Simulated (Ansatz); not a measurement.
Relaxed structures of AlH$_{2}$IO, singlet (PBE0-D4/def2-TZVP; forces vanish, vibrations not checked; lower isomers may exist, and structures with a doubtful reference or unclear bonds are left out; Å). Program: Ansatz 0.2.0. Basis: def2-TZVPP. Cores are frozen in the correlated methods. Filled d shells of the heavier atoms are correlated. Core potentials replace the inner electrons of the atoms past krypton. The def2 sets are not built for correlating such inner shells, so the correlated values are less sure here.

Problem. Rank them by CCSD(T) energy, lowest first, and give each one's height above the lowest. Links in brackets join atoms within 1.22 times the sum of their covalent radii (1.1 for two metals). (An estimate is asked for; the value comes from the calculation.)
A.
a complex of AlHO ([OH][Al]) + HI
```
5
angstrom
O -0.4487 -1.2442 -0.5227
Al 1.0391 -2.0575 -0.6076
I 0.2074 1.6251 0.6274
H -1.3905 -1.2773 -0.6701
H 0.5932 3.0797 1.2185
```
B.
AlH₂IO ([O][AlH][IH])
```
5
angstrom
O -0.8293 -0.5336 -0.4896
Al 0.0129 0.6240 0.2467
I 1.8725 -1.4168 0.0359
H 3.4228 -1.3449 0.5681
H 0.4604 1.9659 0.9277
```
C.
AlH₂IO ([OH][AlH][I])
```
5
angstrom
O -1.2701 -0.2502 -0.3372
Al 0.1825 0.4237 0.1885
I 2.2512 -0.9287 0.1021
H -1.3517 -1.1410 -0.6748
H 0.1882 1.8963 0.7214
```

Solution. The calculation gives: C (0.0 kJ/mol), A (199.6 kJ/mol), B (356.1 kJ/mol). Heights count from the lowest.

No T1 diagnostic of these runs exceeds 0.019.

For scale, one of the runs: CCSD(T)/def2-TZVPP, 151 basis functions, launched by `ansatz run in.yaml --threads 2 --pin off --events-out ev --progress --plain --max-ram 4352MiB`. Time: 32 s of wall clock on 2 CPU threads of an Arm Neoverse V1; the host was shared. Peak host memory: 1.1 GiB.
